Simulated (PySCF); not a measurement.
Species: C4H6Si.
Numbering: `[CH:1]1=[CH:2][SiH2:3][CH:4]=[CH:5]1` (hydrogens: H6 on C1; H7 on C2; H8, H9 on Si3; H10 on C4; H11 on C5)

The calculation used PySCF, PBE/cc-pVDZ geometry optimisation, gas phase.

Task: Give the optimised bond lengths and angles.

Result: 
```
          bond  length (bohr)   order
  C1=C2, C4=C5          2.575  double
C2–Si3, Si3–C4          3.573  single
         C1–C5          2.807  single
 C1–H6, C5–H11          2.085  single
 C2–H7, C4–H10          2.076  single
Si3–H8, Si3–H9          2.857  single
```

Bonds in one row agree within 0.02 bohr and their mean is given. Orders are formal, as drawn. A selection of angles:
```
    angle  degrees
 C2–C1–C5    117.2
 C2–C1–H6    123.3
 C5–C1–H6    119.4
C1–C2–Si3    106.5
 C1–C2–H7    122.7
Si3–C2–H7    130.7
C2–Si3–C4     92.5
C2–Si3–H8    113.9
H8–Si3–H9    108.2
```

Torsions: C5–C1–C2–Si3 0° (synperiplanar); C1–C2–Si3–C4 0° (synperiplanar); C2–Si3–C4–C5 0° (synperiplanar); Si3–C4–C5–C1 0° (synperiplanar); C2–C1–C5–C4 0° (synperiplanar).

The 5-membered ring C1–C2–Si3–C4–C5 has internal angles of 92.5° to 117.2°; it is planar, 0.00 Å rms from its mean plane, widest ring torsion 0°. Si3 (SiH2 silicon) has angles from 92.5° to 114.0°. The 5 heavy atoms lie in one plane (0.001 Å rms). The 3 C–C bonds span 1.363 Å (C1=C2, drawn double) to 1.485 Å (C1–C5, drawn single), a spread of 0.122 Å.

Point group: C2v (every atom within 0.08 Å of its image). Whether it is a minimum is left open (no frequencies).

Hardware: Arm Neoverse V1, one thread, shared host with 32 logical CPUs at a one-minute load of 16. Cost: 19 s of wall time, 0.46 GiB resident at most. These figures are those of the optimisation.
